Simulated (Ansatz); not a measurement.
Reaction (redistribution): `[SiH3]O[SiH](S)Cl` + `BBO` → `B[SiH](Cl)O[SiH3]` + `OBS`

Isolated molecules relaxed with PBE0-D4/def2-TZVP in Ansatz; ΔE leaves out vibrations. CCSD(T)/CBS adds triple-zeta CCSD(T) − MP2 to the extrapolated MP2 energy (def2 sets, frozen cores). DFT in def2-TZVPP. B3LYP here is the variant with VWN-RPA as its local correlation; programs differ in this. Each species was taken in one conformer, which may not be the lowest.

`[SiH3]O[SiH](S)Cl`:

Cartesian coordinates in Å:
```
Si -0.468 -1.225 1.173
O -0.214 0.341 0.738
Si 0.102 1.333 -0.498
S 1.957 0.929 -1.443
Cl -1.426 1.155 -1.857
H -1.920 -1.523 1.119
H 0.036 -1.402 2.555
H 0.260 -2.130 0.247
H 0.159 2.717 0.000
H 1.514 -0.195 -2.034
```

`BBO`:

Cartesian coordinates in Å:
```
B 0.049 0.907 0.801
B 0.012 -0.218 -0.435
O -0.192 -1.544 -0.230
H 1.073 1.231 1.334
H -0.931 1.509 1.141
H 0.176 0.176 -1.571
H -0.186 -2.061 -1.040
```

`B[SiH](Cl)O[SiH3]`:

Z-matrix (Å, degrees):
```
Si
Cl 1 2.077
O 1 1.626 2 110.0
B 1 1.996 2 98.9 3 119.6
H 1 1.484 2 106.2 3 -117.4
Si 3 1.642 1 145.4 2 -48.3
H 4 1.194 1 120.4 2 -88.0
H 4 1.195 1 120.7 2 86.3
H 6 1.486 3 110.1 1 -48.0
H 6 1.482 3 107.6 1 -167.6
H 6 1.484 3 109.9 1 72.6
```

`OBS`:

```xyz
6

O    -0.745   -0.856   -0.971
B    -0.359   -0.140    0.108
S     1.233    0.726    0.145
H    -0.120   -0.868   -1.702
H    -1.098   -0.093    1.042
H     1.089    1.231    1.378
```

```
             level  ΔE (kcal/mol)  difference from CCSD(T)/CBS
         r2SCAN-D4           -3.0                         -0.6
           PBE0-D4           -2.8                         -0.4
           ωB97X-V           -2.2                          0.2
           ωB97M-V           -1.7                          0.7
            B2PLYP           -2.9                         -0.5
               PBE           -3.8                         -1.4
            r2SCAN           -3.2                         -0.8
             B3LYP           -3.2                         -0.8
     HF/def2-TZVPP           -2.5                         -0.1
    MP2/def2-TZVPP           -2.6                         -0.2
SCS-MP2/def2-TZVPP           -2.7                         -0.3
     HF/def2-QZVPP           -2.3                          0.1
SCS-MP2/def2-QZVPP           -2.2                          0.2
      HF/CBS(def2)           -2.2                          0.2
     MP2/CBS(def2)           -1.8                          0.6
    CCSD/CBS(def2)           -2.1                          0.3
       CCSD(T)/CBS           -2.4                            0
```

Largest T1 diagnostic among the species: 0.013.

The D4 term adds +0.8 kcal/mol with B3LYP and +0.5 kcal/mol with PBE0; it sums over pairs of atoms, weighted by their polarisabilities, and B3LYP, whose exchange is more repulsive, gets the larger term.
